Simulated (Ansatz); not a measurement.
**CH5BOSi (SMILES B[SiH2]C=O): the vertical energy of the triplet above the singlet from total energies**

CH5BOSi has 9 atoms, charge 0, and is taken as a singlet. As SMILES, `B[SiH2]C=O`. Geometry: relaxed at PBE0-D4/def2-TZVP. This is one conformer, not always the lowest.

Both states at this one shape; open shells run unrestricted unless said. 1 Eh = 27.2114 eV.

| level | program | singlet CH5BOSi (Eh) | triplet CH5BOSi (Eh) |
| --- | --- | --- | --- |
| BLYP/def2-SVP | Ansatz | -430.351836 | -430.268873 |
| B3LYP/6-31G* (spherical functions) | Ansatz | -430.609560 | -430.517229 |
| CCSD/def2-SVP, 8 core orbitals frozen | Ansatz | -429.527535 | -429.424033 |

Task: Work out the vertical gap, second state less first, at each level.

Result: 
1. BLYP/def2-SVP: -430.268873 − (-430.351836) = 0.082963 Eh = 2.26 eV.
2. B3LYP/6-31G* (spherical functions): -430.517229 − (-430.609560) = 0.092331 Eh = 2.51 eV.
3. CCSD/def2-SVP: -429.424033 − (-429.527535) = 0.103502 Eh = 2.82 eV.

No measured value is set beside it here; the levels span 2.26 to 2.82 eV.
